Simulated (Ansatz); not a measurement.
`[NH2][Mo](=[O])([OH])=[S]` and `[CH3][Mo]([NH2])(=[O])=[S]` differ in one atom or group.

Ansatz, PBE0-D4/def2-TZVP geometries, multiplicity 1. Each molecule was computed in one conformer, which needn't be the lowest.

Elements past krypton have def2 core potentials.

| property | `[NH2][Mo](=[O])([OH])=[S]` |
| --- | --- |
| HOMO energy (PBE/def2-TZVPP) / eV | -6.37 |
| HOMO–LUMO gap (B3LYP/def2-TZVPP) / eV | 4.46 |
| zero-point energy (PBE0-D4/def2-TZVP) / kJ/mol | 115.2 |
| HOMO energy (B3LYP/def2-TZVPP) / eV | -7.37 |
| size of the dipole moment (ωB97M-V/def2-TZVPP) / D | 3.46 |
| LUMO energy (PBE/def2-TZVPP) / eV | -3.40 |

Give the same properties after the change, and the shifts. (Best estimate.)

Ansatz gave: 
| property | `[CH3][Mo]([NH2])(=[O])=[S]` | shift |
| --- | --- | --- |
| HOMO energy (PBE/def2-TZVPP) / eV | -6.22 | 0.15 |
| HOMO–LUMO gap (B3LYP/def2-TZVPP) / eV | 4.46 | 0.00 |
| zero-point energy (PBE0-D4/def2-TZVP) / kJ/mol | 174.6 | 59.4 |
| HOMO energy (B3LYP/def2-TZVPP) / eV | -7.20 | 0.17 |
| size of the dipole moment (ωB97M-V/def2-TZVPP) / D | 3.86 | 0.40 |
| LUMO energy (PBE/def2-TZVPP) / eV | -3.26 | 0.14 |

The zero-point energy changes by 59.4 kJ/mol with +6 modes. Dipoles are sizes alone; their direction can turn.

B3LYP here is the variant with VWN-RPA as its local correlation; programs differ in this.
